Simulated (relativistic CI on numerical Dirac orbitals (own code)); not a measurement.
## Electric-dipole transitions in Nb⁸⁺

Calculated at this level of theory: Dirac-Coulomb-Breit CI, orbitals from a KLI potential per configuration, a model potential for QED, unscaled Slater integrals (own radial code, finite nucleus).

CI space (outside the closed core [Ar] 3d10): 4s²4p³, 4s4p⁴, 4p⁵, 4s²4p²4d, 4s4p³4d, 4s²4p²4f, 4s4p³4f, 4s²4p²5s, 4p⁴4d, 4s²4p²5p, 4s4p²4d², 4s²4p4d5p, 4s²4p4d4f, 4p⁴5s, 4s²4p²5d, 4s4p³5s, 4p⁴5p, 4p⁴4f, 4s4p²4d5s, 4s²4p²6s, 4s4p³5p, 4s²4p5s5p, 4s²4p²6p, 4s²4p²5f, 4s²4p4f5s, 4s²4p²5g, 4s²4p²6d, 4s²4p4d², 4s²4d³, 4s4p4d³, 4s²4d²4f, 4s4p4d²4f, 4s²4d²5s, 4p³4d², 4p²4d³, 4p²4d²4f, 4p²4d²5s, 4s²4p4f², 4s²4d4f², 4s4p4d4f², 4s²4f³, 4s4p4f³, 4s²4f²5s, 4s²4p4d5s, 4s4p4d²5s, 4s²4d4f5s, 4s4p4d4f5s, 4s²4d5s², 4p³4f², 4p²4d4f², 4p²4f³, 4p²4f²5s, 4s²4p5s², 4s4p4d5s², 4s²4f5s², 4s4p4f5s², 4s4p²4d4f, 4s²4p5p², 4s²4d5p², 4s4p4d5p², 4s²4f5p², 4s4p4f5p², 4s²5s5p². Double excitations out of closed p, d and f shells are left out; levels of such configurations are missing from the list, as are those of other unlisted configurations, and high levels can miss mixing partners. These lack a partner that the ground configuration has and come out too high: 4s²4p²5p, 4s²4p²5d, 4s²4p²6s, 4s4p³5p, 4s²4p²6p.

```
λ vac (nm)                Lower                   Upper   A (s⁻¹)  log gf  S velocity/length
    24.800    4s²4p³ ²D°5/2 [3]     4s²4p²4d ²F7/2 [39]  1.53e+11    1.05               0.97
    24.844    4s²4p³ ²D°3/2 [2]     4s²4p²4d ²F5/2 [36]  1.29e+11    0.85               0.97
    24.870      4s4p⁴ ⁴P5/2 [6]     4s4p³4d ⁴D°7/2 [92]  5.27e+10    0.59               0.98
    24.940      4s4p⁴ ⁴P5/2 [6]     4s4p³4d ⁴D°7/2 [90]  6.04e+10    0.65               0.98
    24.950    4s²4p³ ²P°1/2 [4]     4s²4p²4d ²D3/2 [40]  9.32e+10    0.54               0.98
    25.021      4s4p⁴ ²D3/2 [9]    4s4p³4d ²F°5/2 [116]  5.21e+10    0.47               0.97
    25.045     4s4p⁴ ²D5/2 [10]    4s4p³4d ²F°7/2 [119]  4.96e+10    0.57               0.97
    25.093  4s²4p²4d ⁴F5/2 [15]   4s²4p4d² ⁴F°5/2 [181]  7.35e+10    0.62               0.95
    25.121     4s4p⁴ ²D5/2 [10]    4s4p³4d ²F°7/2 [118]  8.55e+10    0.81               0.97
    25.222    4s²4p³ ⁴S°3/2 [1]     4s²4p²4d ⁴P1/2 [31]  8.83e+10    0.23               0.97
    25.229    4s²4p³ ⁴S°3/2 [1]     4s²4p²4d ²D3/2 [30]  3.96e+10    0.18               0.97
    25.234      4s4p⁴ ²D3/2 [9]    4s4p³4d ²F°5/2 [112]  4.48e+10    0.41               0.97
    25.282  4s²4p²4d ⁴F7/2 [16]   4s²4p4d² ⁴F°7/2 [184]  5.86e+10    0.65               0.95
    25.311  4s4p³4d ⁶D°9/2 [47]    4s4p²4d² ⁶D9/2 [362]  1.08e+11    1.01               0.93
    25.322      4s4p⁴ ⁴P3/2 [7]     4s4p³4d ⁴D°5/2 [95]  8.14e+10    0.67               0.97
    25.538      4s4p⁴ ⁴P5/2 [6]     4s4p³4d ⁴P°5/2 [83]  6.39e+10    0.57               0.97
    25.564    4s²4p³ ⁴S°3/2 [1]     4s²4p²4d ⁴P3/2 [29]  8.17e+10    0.51               0.97
    25.569      4s4p⁴ ⁴P5/2 [6]     4s4p³4d ⁴P°3/2 [82]  8.66e+10    0.53               0.98
    25.597    4s²4p³ ²P°3/2 [5]     4s²4p²4d ²D5/2 [41]  1.28e+11    0.88               0.98
    25.613    4s²4p³ ²D°3/2 [2]     4s²4p²4d ²D3/2 [33]  8.08e+10    0.50               0.97
    25.716  4s²4p²4d ⁴F9/2 [21]   4s²4p4d² ⁴F°9/2 [186]  8.53e+10    0.93               0.95
    25.774    4s²4p³ ⁴S°3/2 [1]     4s²4p²4d ⁴P5/2 [27]  1.09e+11    0.81               0.97
    26.031    4s²4p³ ²D°5/2 [3]     4s²4p²4d ²D5/2 [34]  3.21e+10    0.29               0.96
    26.132  4s²4p²4d ²F5/2 [36]   4s²4p4d² ²G°7/2 [256]  2.15e+11    1.25               0.95
    26.178  4s²4p²4d ²F7/2 [39]   4s²4p4d² ²G°9/2 [271]  2.46e+11    1.40               0.95
    26.271  4s²4p²4d ²G9/2 [26]  4s²4p4d² ²H°11/2 [199]  1.14e+11    1.15               0.96
    26.397  4s²4p²4d ²D3/2 [33]   4s²4p4d² ²F°5/2 [232]  1.10e+11    0.84               0.96
    26.418  4s²4p²4d ⁴P5/2 [27]   4s²4p4d² ⁴D°7/2 [201]  1.16e+11    0.99               0.96
    26.484  4s²4p²4d ²G9/2 [26]   4s²4p4d² ²G°9/2 [196]  6.39e+10    0.83               0.95
    26.585     4s4p⁴ ²P3/2 [12]   4s²4p²4f ²D°5/2 [130]  6.73e+10    0.63               0.97
    26.658    4s²4p³ ²D°5/2 [3]     4s²4p²4d ²D5/2 [32]  4.83e+10    0.49               0.98
    26.670  4s²4p²4d ²G7/2 [25]   4s²4p4d² ²G°7/2 [192]  7.72e+10    0.82               0.95
    26.818  4s²4p²4d ²D5/2 [34]   4s²4p4d² ²F°7/2 [222]  9.60e+10    0.92               0.96
    26.883  4s²4p²4d ⁴P5/2 [27]   4s²4p²4f ²F°7/2 [197]  6.33e+10    0.74               0.96
    26.898  4s²4p²4d ²D5/2 [41]   4s²4p4d² ²F°7/2 [279]  2.12e+11    1.27               0.95
    26.940  4s²4p²4d ⁴F9/2 [21]  4s²4p4d² ⁴G°11/2 [171]  9.57e+10    1.10               0.96
    26.957    4s²4p³ ²P°3/2 [5]     4s²4p²4d ²P3/2 [38]  5.90e+10    0.41               0.98
    26.990    4s²4p³ ²P°1/2 [4]     4s²4p²4d ²P1/2 [35]  8.01e+10    0.24               0.97
    26.996  4s²4p²4d ²D3/2 [40]   4s²4p4d² ²F°5/2 [276]  1.87e+11    1.09               0.96
    27.032  4s²4p²4d ²G7/2 [25]   4s²4p4d² ²H°9/2 [190]  6.83e+10    0.87               0.96
    27.076  4s²4p²4d ⁴F7/2 [16]   4s²4p4d² ⁴G°9/2 [163]  5.51e+10    0.78               0.96
    27.367  4s²4p²4d ²P3/2 [24]    4s4p³4d ²D°5/2 [187]  9.44e+10    0.80               0.97
    27.629  4s²4p²4d ²F5/2 [17]   4s²4p4d² ⁴G°7/2 [158]  4.23e+10    0.59               0.96
    28.314  4s²4p²4d ⁴D7/2 [23]   4s²4p²4f ²G°9/2 [170]  5.51e+10    0.82               0.96
    29.215    4s²4p³ ²D°5/2 [3]     4s²4p²4d ²P3/2 [24]  4.04e+10    0.32               0.96
```

Terms are leading LS components. Brackets give the number of a level in order of energy, since labels repeat. The list gives strong lines, with weight on those to low levels, among the lowest 400 of 10758 levels, so that lines to higher ones, which can be the strongest, are missing. Levels whose partners in the same complex of configurations lie outside the list can be far off, and so can their lines. Rates are taken at the computed energies, electric ones in the length gauge. A velocity-to-length ratio far from 1 marks an uncertain rate.

At this charge configurations can still be misplaced by up to about 7 % of their energy.

LS names give the leading component of a level, which can be under half, so a name can repeat, a term be missing and a line seem to break the LS rules.
